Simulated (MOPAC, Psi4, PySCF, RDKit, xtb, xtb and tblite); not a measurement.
Two geometries of SMILES [GeH3][CH2]Br (CH5BrGe), relaxed at GFN2-xTB with one dihedral held; other torsions can differ between them too.

Structure A

```
8

Ge    -0.9738     0.1460    -0.0498
C      0.9385    -0.3431    -0.0654
Br     1.8421     0.8782     1.1552
H     -1.1380     1.4626    -0.7291
H     -1.7737    -0.8867    -0.7794
H     -1.4384     0.2431     1.3620
H      1.4104    -0.2240    -1.0381
H      1.1325    -1.3490     0.3008
```

Structure B

```
8

Ge    -0.9964     0.1597    -0.0635
C      0.9376    -0.2938    -0.0935
Br     1.9208     1.0483    -1.1102
H     -1.2377     1.4169    -0.8243
H     -1.7835    -0.9508    -0.6783
H     -1.4495     0.3396     1.3481
H      1.1354    -1.2483    -0.5767
H      1.3789    -0.3074     0.9008
```

Q: Which is lower in energy at the level DF-MP2 (frozen core)/cc-pVTZ // GFN2-xTB in Psi4, and by how much?

A: A is lower, by 1.77 kcal/mol (dihedral H4–Ge1–C2–Br3: 70° in A, 0° in B).

E(B) − E(A) in kcal/mol at the other levels, on the same two geometries: GFN2-xTB (xtb and tblite) 1.51; B3LYP/def2-TZVP // GFN2-xTB (Psi4) 1.22; B3LYP-D3(BJ)/def2-TZVP // GFN2-xTB (Psi4) 1.30; PBE/def2-TZVP // GFN2-xTB (Psi4) 1.23; PBE-D3(BJ)/def2-TZVP // GFN2-xTB (Psi4) 1.27; wB97X-D/def2-TZVP // GFN2-xTB (Psi4) 1.36; HF/cc-pVTZ // GFN2-xTB (Psi4) 1.53; UFF // GFN2-xTB (RDKit) 1.10; PM6, restricted, heats of formation // GFN2-xTB (MOPAC) 0.12; PM3, restricted, heats of formation // GFN2-xTB (MOPAC) 0.76; GFN1-xTB // GFN2-xTB (xtb) 2.10; restricted B3LYP/6-31G*, spherical d // GFN2-xTB (PySCF) 1.22; restricted BP86/6-31G*, spherical d // GFN2-xTB (PySCF) 1.23; restricted LDA (SVWN5)/6-31G*, spherical d // GFN2-xTB (PySCF) 1.56; restricted B3LYP/3-21G // GFN2-xTB (PySCF) 1.60.
